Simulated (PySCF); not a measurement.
Ga(Cl)(SH)2 (ClGaH2S2), SMILES [SH][Ga]([SH])[Cl]. Atoms are numbered in the order given.

```xyz
6

Ga     0.0000     0.0000     0.0026
Cl     0.0000     0.0000    -2.1365
S      0.0000    -1.9553     0.9927
H      0.0000    -1.4284     2.2375
S      0.0000     1.9553     0.9927
H      0.0000     1.4284     2.2375
```

The structure is a stationary point at PBE0-D3(BJ)/def2-SVP. Other conformers were not sampled.

Computed with PySCF with C-PCM-M06-2X/def2-SVP.

The values are the electrostatic part of the solvation free energy, E(continuum) − E(gas) at the gas-phase geometry, in a cavity of scaled van der Waals radii (PySCF's table); cavitation and dispersion terms are not included. A continuum can't describe solvent molecules that bind to the metal. In vacuum the orbital gap is 8.79 eV. The dipole moment in vacuum is 2.75 D.

Computed values in water (ε = 78.36), ethylethanoate (ε = 5.99), cyclohexanone (ε = 15.62):
| solvent | ε | ΔG(elec) (kcal/mol) | dipole (D) | gap (eV) |
|---|---|---|---|---|
| water | 78.36 | -7.3 | 3.81 | 8.89 |
| ethylethanoate | 5.99 | -6.0 | 3.60 | 8.88 |
| cyclohexanone | 15.62 | -6.9 | 3.74 | 8.89 |
